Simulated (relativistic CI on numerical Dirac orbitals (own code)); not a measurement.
**Co²⁺ in a cubic cluster: 3s photoemission with charge transfer**

Computed with a charge-transfer multiplet model of a cubic metal-ligand cluster with up to 2 ligand holes, Slater and spin-orbit integrals from Dirac-Coulomb-Breit ions, Slater integrals scaled by 0.9. The ground state mixes d7 with configurations of k ligand holes L, whose averages lie at kΔ + k(k − 1)U_dd/2; a core hole lowers each added d electron by U_cd. 300 K, Lorentzian 1.4 eV and Gaussian 0.8 eV FWHM.

Atomic integrals in eV (Slater integrals scaled, ζ unscaled), ground: F2dd 10.387, F4dd 6.447, zeta_d 0.063; with the core hole: F2dd 11.431, F4dd 7.144, zeta_d 0.073, G2cd 11.597.

Cluster parameters (eV): U_dd = 7.2, U_cd = 9, 10Dq = 1.25, 10Dq(ligand) = 1.4, V(eg) = 1.25, V(t2g) = -0.53, final-state hopping factor = 1.

```csv
Case,n_d,d7,d8L,d9L2,S
Δ = 2.2 eV,7.16,0.84,0.15,0.00,1.50
Δ = 3.2 eV,7.11,0.89,0.11,0.00,1.50
Δ = 4.2 eV,7.08,0.92,0.08,0.00,1.50
Δ = 5.2 eV,7.06,0.94,0.06,0.00,1.50
Δ = 7.2 eV,7.04,0.96,0.04,0.00,1.50
```

Weights, n_d and S are thermal averages at 300 K. Binding energies count from the first peak over 30 % of the highest in each spectrum, which can be another peak from case to case. The parameters are a model scan and need not match a compound or its usual spin state. Peaks in eV (height, largest 100):
- Δ = 2.2 eV: 0.0 (83), 4.9 (81), 6.6 (100), 10.4 (22), 15.3 (79)
- Δ = 3.2 eV: 0.0 (74), 4.8 (100), 11.2 (21), 14.4 (68)
- Δ = 4.2 eV: 0.0 (84), 4.2 (100), 7.4 (30), 11.8 (34), 13.6 (63)
- Δ = 5.2 eV: 0.0 (100), 3.8 (82), 6.9 (26), 8.0 (27), 12.2 (60)
- Δ = 7.2 eV: 0.0 (100), 3.3 (33), 7.9 (29), 11.8 (35)

Curve for Δ = 2.2 eV (points under 2 left out, the grid thinned):

```
E (eV)  Intensity
  -5.2        2.8
  -4.6        3.4
  -4.0        4.2
  -3.4        5.5
  -2.8        7.7
  -2.2       11.7
  -1.6       20.3
  -1.0       40.2
  -0.4       73.2
   0.2       78.9
   0.8       52.3
   1.4       34.4
   1.9       26.6
   2.5       21.9
   3.1       24.5
   3.7       37.8
   4.3       65.1
   4.9       81.2
   5.5       76.3
   6.1       89.5
   6.7       98.7
   7.3       70.1
   7.9       40.4
   8.5       26.1
   9.1       21.9
   9.7       21.8
  10.3       22.4
  10.9       21.1
  11.5       16.5
  12.1       12.6
  12.7       11.9
  13.3       14.5
  13.9       23.0
  14.4       40.1
  15.0       71.8
  15.6       72.7
  16.2       40.6
  16.8       19.8
  17.4       11.1
  18.0        7.2
  18.6        5.1
  19.2        3.8
  19.8        3.0
  20.4        2.4
  21.0        2.0
```

For the case Δ = 4.2 eV, Δ = 4.2 eV is smaller than U_dd = 7.2 eV, the charge-transfer side of the Zaanen-Sawatzky-Allen scheme. With the core hole the configuration with one ligand hole lies at Δ − U_cd = -6.8, -5.8, -4.8, -3.8, -1.8 eV from the one without, in the order of the table; where this is negative the screened configuration lies lower, though the effective hopping of about 1.8 eV (from the holes of the mixed ground state) mixes the two strongly wherever it is as large as the gap.

Without intra-shell correlation the exchange splitting of the 3s hole comes out too large.
